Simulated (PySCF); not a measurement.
Species: C5H7O2 (charge -1).
Numbering: `[CH3:1][C:2](=[O:3])/[CH:4]=[C:5](/[CH3:6])[O-:7]` (hydrogens: H8, H9, H10 on C1; H11 on C4; H12, H13, H14 on C6)

The same species was optimised twice, with GFN2-xTB and with PBE0-D3(BJ)/def2-SVP (PySCF), and the same property calculations (PySCF, gas phase) were run on both structures.

| coordinate | GFN2-xTB | PBE0-D3(BJ)/def2-SVP | change |
| --- | --- | --- | --- |
| C2–C4 (Å) | 1.406 | 1.426 | +0.020 |
| C4=C5 (Å) | 1.398 | 1.415 | +0.017 |
| C5–C6 (Å) | 1.545 | 1.540 | -0.005 |
| C2=O3 (Å) | 1.247 | 1.241 | -0.006 |
| C1–C2 (Å) | 1.524 | 1.526 | +0.002 |
| C5–O7 (Å) | 1.245 | 1.245 | 0.000 |
| C4–C5–C6 (°) | 113.8 | 115.1 | +1.3 |
| C1–C2–O3 (°) | 119.0 | 118.1 | -0.9 |
| C6–C5–O7 (°) | 117.7 | 116.9 | -0.8 |
| C2–C4–C5 (°) | 127.8 | 127.2 | -0.6 |
| C1–C2–C4 (°) | 117.4 | 118.0 | +0.6 |
| C4–C5–O7 (°) | 128.6 | 128.0 | -0.6 |
| O3–C2–C4 (°) | 123.6 | 123.9 | +0.3 |
| C1–C2–C4–C5 (°) | 0 | 0 | 0 |

Rotational constants: A = 5347, B = 1753, C = 1342 MHz (GFN2-xTB) against A = 5389, B = 1720, C = 1325 MHz (PBE0-D3(BJ)/def2-SVP).

On the GFN2-xTB structure: HOMO (eV) -0.84 [PBE0/pcSseg-1]; LUMO (eV) 4.85 [PBE0/pcSseg-1]; GIAO shielding of C1/C6 (mean) (ppm) 153.8 [PBE0/pcSseg-1]; GIAO shielding of C2/C5 (mean) (ppm) -0.1 [PBE0/pcSseg-1]; GIAO shielding of O3/O7 (mean) (ppm) -132.9 [PBE0/pcSseg-1]; GIAO shielding of C4 (ppm) 91.0 [PBE0/pcSseg-1].

**Question.** What do these properties become on the PBE0-D3(BJ)/def2-SVP structure?

**Answer.** 
```csv
property,level,on GFN2-xTB,on PBE0-D3(BJ)/def2-SVP,change
HOMO (eV),PBE0/pcSseg-1,-0.84,-0.81,+0.03
LUMO (eV),PBE0/pcSseg-1,4.85,4.81,-0.04
"energy, GFN2-xTB geometry as zero (kcal/mol)",PBE0/pcSseg-1,0.0,-0.6,-0.6
GIAO shielding of C1/C6 (mean) (ppm),PBE0/pcSseg-1,153.8,151.8,-2.0
GIAO shielding of C2/C5 (mean) (ppm),PBE0/pcSseg-1,-0.1,-0.9,-0.8
GIAO shielding of O3/O7 (mean) (ppm),PBE0/pcSseg-1,-132.9,-137.6,-4.7
GIAO shielding of C4 (ppm),PBE0/pcSseg-1,91.0,88.5,-2.5
```

The heavy atoms differ by 0.022 Å rms after alignment. Among bonds between heavy atoms C2–C4 changes most (+0.020 Å). Changes are differences of the printed values. Neither structure is proved a minimum here. One conformer (not necessarily the lowest) at the PBE0-D3(BJ)/def2-SVP geometry, without solvent, vibrations or thermal averaging. The geometry's basis has no diffuse functions, a weakness for an anion.

Conformer computed: `[CH3:1][C:2](=[O:3])/[CH:4]=[C:5](/[CH3:6])[O-:7]`: C1–C2–C4–C5 0°.
